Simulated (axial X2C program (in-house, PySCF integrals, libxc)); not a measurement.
## What spin–orbit coupling does to NdF

Calculated with an in-house all-electron X2C program for linear molecules (integrals from PySCF). Spin-free means the one-electron spin-free X2C Hamiltonian; two-component (2c) means X2C with spin–orbit coupling and atomic mean-field two-electron Coulomb and Gaunt terms, so the difference of the two also holds small scalar two-electron terms. Basis: Nd dyall-cv3z [13s14p9d8f3g], F dyall-av3z [7s6p3d2f] (cores contracted in-house); Gaussian nuclei, density fitting, unrestricted open shells. Masses: Nd 141.908 u, F 18.998 u.

Spin-free state: M_S = 5/2, Λ = 3 (beyond evenly filled blocks: 2 × σα, δ+α, δ-α, φ+α); fragments Nd + F.

```
level  Re (Å)  ωe (cm⁻¹)  De (eV)  μ (D)
   HF   2.143      470.9    3.973  -2.87
  MP2   2.098      486.7    5.785    n/a
PBE50   2.079      504.2    5.581  -2.89
```

Correlated methods: 21 electrons correlated (number of frozen shells: Nd 4 s, 3 p, 2 d; F 1 s), 351 virtual spin orbitals or spinors in MP2.

Dipoles are positive if F is the positive end.

Two-component determinant lowest at the distance of the search:

Ω = 5/2 (⟨Sz⟩ = -2.48, ⟨Lz⟩ = 4.98 at HF); fragments Nd + F.

```tsv
level	Re (Å)	ωe (cm⁻¹)	μ (D)
HF	2.141	470.8	-2.95
MP2	2.097	485.0	n/a
PBE50	2.079	503.2	-2.98
```

Question: From the two tables, how do the constants change at the MP2 level (2c against spin-free)?

Answer: At the MP2 level Re drops by 0.001 Å and ωe falls by 1.7 cm⁻¹. The two determinants differ in configuration, so these shifts compare two states and are not the spin–orbit effect on one state.

Occupations by symmetry block were frozen at the best pattern of an incomplete PBE0 search. De is counted from the lowest determinant-based energies of the atoms at the same level, without counterpoise correction. De is not given where an atomic determinant may have missed its ground term or J level, or where the truncated virtual space spoils (T). Density functionals use the spin component along the axis (collinear). Other states lie close and PBE0, whose exact exchange favours high spin, may order them wrongly; the determinant shown need not be the ground state. The nearest other spin-free determinant of the search, M_S = 5/2, Λ = 5, lies 0.04 eV up at the distance of the search. Without a current term, density functionals place determinants with orbital angular momentum somewhat too high. With several unpaired electrons one determinant need not be a pure state. A state of lower Ω lies just above, and one determinant can place such states too high, so the state shown need not be the lowest. The search has Ω = 1/2 only 0.06 eV up.
